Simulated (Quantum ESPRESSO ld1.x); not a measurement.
Task: These are the eigenvalues of the occupied orbitals of an atom or ion with whole-number occupations (eV). All-electron calculation, scalar-relativistic Kohn-Sham, LDA (Slater exchange, Perdew-Zunger correlation), spin-polarised, spherical densities, point nucleus. Program: ld1.x of Quantum ESPRESSO 7.5.

orbital  eigenvalue
1s up      -13252.4
1s down    -13248.6
2s up      -2354.20
2s down    -2350.58
2p up      -2167.98
2p down    -2163.63
3s up      -832.817
3s down    -820.768
3p up      -773.574

Which element is it, and in what charge state? The configuration may be excited. Open shells, if any, are filled with parallel spins first.

Result: Z = 34, selenium, charge +19: Se19+ in [Ne] 3s2 3p3. The list shows which subshells hold electrons but not how many an open one holds; the 1s level, -487.02 hartree, gives Z - s = 31.2 by -(Z - s)^2/2, which with screening and relativity narrows Z to a few neighbours, and the depths of the outer levels then fix element, charge and occupations together.
